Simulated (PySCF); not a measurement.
# Spin states of BeAl

Unrestricted PBE0; PySCF, no relativity, basis sets Be 6-31G(d,p), Al 6-31G(d,p). Outer shells of the fragments: Be 2s2; Al 3s2 3p1.

Followed along the bond (rough minima from three points):

| 2Ms+1 | unpaired | ⟨S²⟩ at the start | R at minimum (Å) | Te (eV) |
| --- | --- | --- | --- | --- |
| 2 | π ↑ | 0.88 | 2.43 | 0.00 |
| 2 | σ ↑ | 0.75 | 2.65 | 0.14 |
| 4 | σ ↑, π ↑↑ | 3.77 | 2.12 | 0.81 |
| 4 | σ ↑↑, π ↑ | 3.75 | 2.31 | 0.95 |
| 2 | σ ↑, π ↑↓ | 1.77 | 2.12 | 1.36 |

Solutions found at the starting distance of 2.155 Å, counted from the lowest of them; the search is not exhaustive and high or unbound solutions are not listed, so other states can lie among these:

```tsv
2Ms+1	unpaired	term	E (eV)	⟨S²⟩	⟨Lz²⟩	μ (D)
2	π ↑	²Π	0.00	0.88	1.00	-0.71
2	σ ↑	²Σ⁺	0.54	0.75	0.00	-0.14
4	σ ↑, π ↑↑	⁴Σ⁻	0.62	3.77	0.00	-0.40
4	σ ↑↑, π ↑	⁴Π	0.83	3.75	1.00	1.25
2	σ ↑, π ↑↓	mixed	1.17	1.77	2.01	-0.48
2	σ ↓, π ↑↑	mixed	1.36	1.78	0.00	-0.54
2	σ ↑	mixed	1.77	0.81	2.00	-0.53
4	σ ↑, π ↑↑	mixed	2.97	3.77	2.00	-0.63
2	π ↑	²Π	3.74	0.98	1.02	-0.50
```

A term symbol is given only where ⟨S²⟩ and ⟨Lz²⟩ are close to those of a pure state; real π, δ and φ orbitals otherwise mix terms. A positive dipole means Be(−)Al(+).

Problem. Compare the gap between the two lowest followed solutions at the starting distance with the gap between their minima.

Solution. At PBE0 the second solution (doublet, unpaired electrons σ ↑) lies +0.54 eV from the first (doublet, unpaired electrons π ↑) at 2.155 Å and +0.14 eV at the minima; the two curves relax by different amounts, since their minima lie near 2.65 and 2.43 Å.
